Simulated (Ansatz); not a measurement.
Reactions of ClFGeH$_{5}$NSi, SMILES `N[SiH](Cl)[GeH2][F]`.

Program: Ansatz. Geometries: PBE0-D4/def2-TZVP. ΔE: electronic, gas phase. CCSD(T)/CBS is the MP2 limit (def2-TZVPP, def2-QZVPP) plus CCSD(T) − MP2 in def2-TZVPP, frozen cores. This one scheme is used for every species. DFT in def2-TZVPP. For Ge outer-core shells are correlated without core-valence functions, which leaves a few kJ/mol of doubt a bond. Scalar relativity is left out up to krypton. Each species was taken in one conformer, which may not be the lowest.

```
                                                                      reaction  PBE-D4 (kcal/mol)  PBE0-D4 (kcal/mol)  ωB97X-V (kcal/mol)  CCSD(T)/CBS(def2) (kcal/mol)
              `N[SiH](Cl)[GeH2][F]` + CH₃OH → `[CH3][GeH2][F]` + `N[SiH](O)Cl`              -42.1               -44.5               -46.8                         -49.0
                  `N[SiH](Cl)[GeH2][F]` + CH₃OH → `CO[SiH](N)Cl` + `[F][GeH3]`              -19.7               -21.6               -25.1                         -24.8
`N[SiH](Cl)[GeH2][F]` + `N[SiH](N)F` → `N[Si@H](F)N[Si@@H](N)Cl` + `[F][GeH3]`              -11.7               -13.7               -16.0                         -16.1
                  `N[SiH](Cl)[GeH2][F]` + CH₃SH → `CS[SiH](N)Cl` + `[F][GeH3]`              -11.7               -12.8               -13.6                         -13.9
```

Largest T1 diagnostic: 0.012, for `[F][GeH3]`.
